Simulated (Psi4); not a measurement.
ClSe (SMILES Cl[Se+]), charge +1, singlet, at a GFN2-xTB geometry; B3LYP/aug-cc-pVTZ run with Psi4.

Here is a job for Psi4.
```
memory 2 GB

molecule mol {
1 1
Se   -0.000000   -0.000000   -0.679313
Cl    0.000000    0.000000    1.358625
}

set {
  basis aug-cc-pvtz
  reference rks
  s_orthogonalization symmetric
}

energy('b3lyp')
print_variables()
```

It wrote (shortened):

```
   => Loading Basis Set <=

    Name: AUG-CC-PVTZ
    Role: ORBITAL
    Keyword: BASIS

         ---------------------------------------------------------
                                   SCF
               by Justin Turney, Rob Parrish, Andy Simmonett
                          and Daniel G. A. Smith
                              RKS Reference
         ---------------------------------------------------------

  ==> Geometry <==

    Molecular point group: c2v
    Full point group: C_inf_v

    Geometry (in Angstrom), charge = 1, multiplicity = 1:

       Center              X                  Y                   Z               Mass
    ------------   -----------------  -----------------  -----------------  -----------------
         SE           0.000000000000     0.000000000000    -0.620308320518    79.916521800000
         CL           0.000000000000     0.000000000000     1.417629679482    34.968852682000

  Running in c2v symmetry.

  Rotational constants: A = ************  B =      0.16686  C =      0.16686 [cm^-1]
  Rotational constants: A = ************  B =   5002.44188  C =   5002.44188 [MHz]
  Nuclear repulsion =  150.085246836390581

  Charge       = 1
  Multiplicity = 1
  Electrons    = 50
  Nalpha       = 25
  Nbeta        = 25

  ==> Algorithm <==

  SCF Algorithm Type is DF.
  DIIS enabled.
  MOM disabled.
  Fractional occupation disabled.
  Guess Type is SAD.
  Energy threshold   = 1.00e-06
  Density threshold  = 1.00e-06
  Integral threshold = 1.00e-12

  ==> Primary Basis <==

  Basis Set: AUG-CC-PVTZ
    Blend: AUG-CC-PVTZ
    Number of shells: 35
    Number of basis functions: 109
    Number of Cartesian functions: 128
    Spherical Harmonics?: true
    Max angular momentum: 3

  ==> DFT Potential <==

   => LibXC <=

    Version 7.1.2
    S. Lehtola, C. Steigemann, M. J. T. Oliveira, and M. A. L. Marques,  SoftwareX 7, 1–5 (2018) (10.1016/j.softx.2017.11.002)

   => Composite Functional: B3LYP <=

    B3LYP Hyb-GGA Exchange-Correlation Functional

    P. J. Stephens, F. J. Devlin, C. F. Chabalowski, and M. J. Frisch,  J. Phys. Chem. 98, 11623 (1994) (10.1021/j100096a001)

    Deriv               =              1
    GGA                 =           TRUE
    Meta                =          FALSE

    Exchange Hybrid     =           TRUE
    MP2 Hybrid          =          FALSE

   => Exchange Functionals <=

    0.0800   Slater exchange
    0.7200         Becke 88

   => Exact (HF) Exchange <=

    0.2000               HF

   => Correlation Functionals <=

    0.1900   Vosko, Wilk & Nusair (VWN5_RPA)
    0.8100   Lee, Yang & Parr

   => LibXC Density Thresholds  <==

    XC_HYB_GGA_XC_B3LYP:  1.00E-15

   => Molecular Quadrature <=

    Radial Scheme          =       TREUTLER
    Pruning Scheme         =           NONE
    Nuclear Scheme         =       TREUTLER

    Blocking Scheme        =         OCTREE
    BS radius alpha        =              1
    Pruning alpha          =              1
    Radial Points          =             75
    Spherical Points       =            302
    Total Points           =          44063
    Total Blocks           =            428
    Max Points             =            256
    Max Functions          =            109
    Weights Tolerance      =       1.00E-15

   => Loading Basis Set <=

    Name: (AUG-CC-PVTZ AUX)
    Role: JKFIT
    Keyword: DF_BASIS_SCF

  ==> Integral Setup <==

  SCF_SUBTYPE=INCORE selected. In-core MEM_DF algorithm will be used.
  Using in-core AOs.

  ==> MemDFJK: Density-Fitted J/K Matrices <==

    J tasked:                   Yes
    K tasked:                   Yes
    wK tasked:                   No
    Algorithm:                 Core
    Schwarz Cutoff:           1E-12
    Mask sparsity (%):       0.0000
    Fitting Condition:        1E-10

   => Auxiliary Basis Set <=

  Basis Set: (AUG-CC-PVTZ AUX)
    Blend: AUG-CC-PVTZ-JKFIT
    Number of shells: 100
    Number of basis functions: 394
    Number of Cartesian functions: 509
    Spherical Harmonics?: true
    Max angular momentum: 4

    Using symmetric orthogonalization.
  Minimum eigenvalue in the overlap matrix is 4.1209066133E-04.
  Reciprocal condition number of the overlap matrix is 8.6301061295E-05.

  ==> Pre-Iterations <==

  SCF Guess: Superposition of Atomic Densities via on-the-fly atomic UHF (no occupation information).

   -------------------------
    Irrep   Nso     Nmo
   -------------------------
     A1        46      46
     A2        11      11
     B1        26      26
     B2        26      26
   -------------------------
    Total     109     109
   -------------------------

  ==> Iterations <==

                           Total Energy        Delta E     RMS |[F,P]|

   @DF-RKS iter SAD: -2859.34597279110221   -2.85935e+03   0.00000e+00
   @DF-RKS iter   1: -2860.92420701565243   -1.57823e+00   2.69877e-02 DIIS/ADIIS
   @DF-RKS iter   2: -2860.63539142620903    2.88816e-01   2.91099e-02 DIIS/ADIIS
   @DF-RKS iter   3: -2861.34964186626939   -7.14250e-01   6.93282e-03 DIIS/ADIIS
   @DF-RKS iter   4: -2861.42949186139958   -7.98500e-02   3.57241e-03 DIIS/ADIIS
   @DF-RKS iter   5: -2861.46059798602619   -3.11061e-02   1.77283e-04 DIIS/ADIIS
   @DF-RKS iter   6: -2861.46064377173207   -4.57857e-05   8.26472e-05 DIIS
   @DF-RKS iter   7: -2861.46065568847007   -1.19167e-05   1.97891e-05 DIIS
   @DF-RKS iter   8: -2861.46065645062072   -7.62151e-07   4.31908e-06 DIIS
   @DF-RKS iter   9: -2861.46065649706998   -4.64493e-08   4.45456e-07 DIIS
  Energy and wave function converged.

  ==> Post-Iterations <==

   Electrons on quadrature grid:
      Ntotal   =   49.9999988985 ; deviation = -1.101e-06

    Orbital Energies [Eh]
    ---------------------

    Doubly Occupied:

       1A1  -454.274471     2A1  -101.902990     3A1   -58.455655
       1B1   -52.511033     4A1   -52.508515     1B2   -52.502750
       5A1    -9.802700     6A1    -8.188784     7A1    -7.564508
       2B1    -7.562311     2B2    -7.553521     3B1    -6.139347
       8A1    -6.131571     3B2    -6.112255     9A1    -2.494318
       4B1    -2.493311     1A2    -2.477749     4B2    -2.471747
      10A1    -2.468319    11A1    -1.174933    12A1    -0.953712
      13A1    -0.702991     5B1    -0.662473     5B2    -0.652910
       6B2    -0.515406

    Virtual:

       6B1    -0.482721    14A1    -0.329773    15A1    -0.178125
       7B1    -0.116457    16A1    -0.111595     7B2    -0.110140
      17A1    -0.104093     2A2    -0.103906    18A1    -0.096560
       8B1    -0.078860     8B2    -0.068748     9B1    -0.058001
       9B2    -0.051836    19A1    -0.003708     3A2     0.030547
      20A1     0.031464    21A1     0.039877    22A1     0.087704
      10B1     0.109378    11B1     0.115608    10B2     0.121360
      11B2     0.124981    23A1     0.159367     4A2     0.239065
      24A1     0.241633    12B1     0.263464    12B2     0.274659
      25A1     0.280930    13B1     0.326616    13B2     0.328852
      14B1     0.329731    14B2     0.341655    26A1     0.355726
       5A2     0.389917    27A1     0.391812    28A1     0.433462
       6A2     0.470875    29A1     0.470927    15B1     0.484718
      15B2     0.494741    30A1     0.515028    16B1     0.628371
      16B2     0.644791    31A1     0.724864    17B2     0.755378
      17B1     0.755413     7A2     0.907200    32A1     0.907633
      33A1     0.915594    18B1     1.079038    18B2     1.097015
      34A1     1.203944    19B1     1.323384    19B2     1.327399
      20B1     1.330662    35A1     1.339064     8A2     1.340848
      20B2     1.353555    36A1     1.383773     9A2     1.390175
      37A1     1.398743    21B1     1.425095    21B2     1.450436
      22B1     1.507817    22B2     1.532177    38A1     1.555754
      39A1     1.880332    10A2     1.903000    40A1     1.903406
      23B1     1.997211    23B2     2.010937    41A1     2.124523
      24B1     2.148431    24B2     2.167000    25B2     2.435651
      25B1     2.435674    42A1     2.439320    11A2     2.509351
      43A1     2.510312    26B1     2.637125    26B2     2.651258
      44A1     2.737357    45A1     3.582853    46A1     5.635958

    Final Occupation by Irrep:
             A1    A2    B1    B2
    DOCC [    13,    1,    5,    6 ]
    NA   [    13,    1,    5,    6 ]
    NB   [    13,    1,    5,    6 ]

  @DF-RKS Final Energy: -2861.46065649706998

   => Energetics <=

    Nuclear Repulsion Energy =            150.0852468363905814
    One-Electron Energy =               -4261.3765777805601829
    Two-Electron Energy =                1342.4018206640012068
    DFT Exchange-Correlation Energy =     -92.5711462169018660
    Empirical Dispersion Energy =           0.0000000000000000
    VV10 Nonlocal Energy =                  0.0000000000000000
    Total Energy =                      -2861.4606564970699765

Computation Completed

Properties will be evaluated at   0.000000,   0.000000,   0.000000 [a0]

Properties computed using the SCF density matrix

 Multipole Moments:

 ------------------------------------------------------------------------------------
     Multipole            Electronic (a.u.)      Nuclear  (a.u.)        Total (a.u.)
 ------------------------------------------------------------------------------------

 L = 1.  Multiply by 2.5417464519 to convert [e a0] to [Debye]
 Dipole X            :          0.0000000            0.0000000            0.0000000
 Dipole Y            :          0.0000000            0.0000000            0.0000000
 Dipole Z            :         -5.6281424            5.6866048            0.0584623
 Magnitude           :                                                    0.0584623

 ------------------------------------------------------------------------------------

  Variable Map:
  ----------------------------------------------------------------------------
  "CURRENT ENERGY"              =>   -2861.460656497070
  "CURRENT REFERENCE ENERGY"    =>   -2861.460656497070
  "DD SOLVATION ENERGY"         =>       0.000000000000
  "DFT FUNCTIONAL TOTAL ENERGY" =>   -2861.460656497070
  "DFT TOTAL ENERGY"            =>   -2861.460656497070
  "DFT VV10 ENERGY"             =>       0.000000000000
  "DFT XC ENERGY"               =>     -92.571146216902
  "GRID ELECTRONS ALPHA"        =>      24.999999449251
  "GRID ELECTRONS BETA"         =>      24.999999449251
  "GRID ELECTRONS TOTAL"        =>      49.999998898502
  "NUCLEAR REPULSION ENERGY"    =>     150.085246836391
  "ONE-ELECTRON ENERGY"         =>   -4261.376577780560
  "PCM POLARIZATION ENERGY"     =>       0.000000000000
  "PE ENERGY"                   =>       0.000000000000
  "SCF ITERATION ENERGY"        =>   -2861.460656497070
  "SCF ITERATIONS"              =>       9.000000000000
  "SCF TOTAL ENERGY"            =>   -2861.460656497070
  "TWO-ELECTRON ENERGY"         =>    1342.401820664001
  "XC GRID RADIAL POINTS"       =>      75.000000000000
  "XC GRID SPHERICAL POINTS"    =>     302.000000000000
  "XC GRID TOTAL POINTS"        =>   44063.000000000000

  Array Variable Map:
  ----------------------------------------------------------------------------
  "CURRENT DIPOLE"              =>       0.000000000000 ... 0.058462332179 1 by 3
  "SCF DIPOLE"                  =>       0.000000000000 ... 0.058462332179 1 by 3
  "SCF TOTAL ENERGIES"          =>   -2859.345972791102 ... -2861.460656497070 1 by 10
```
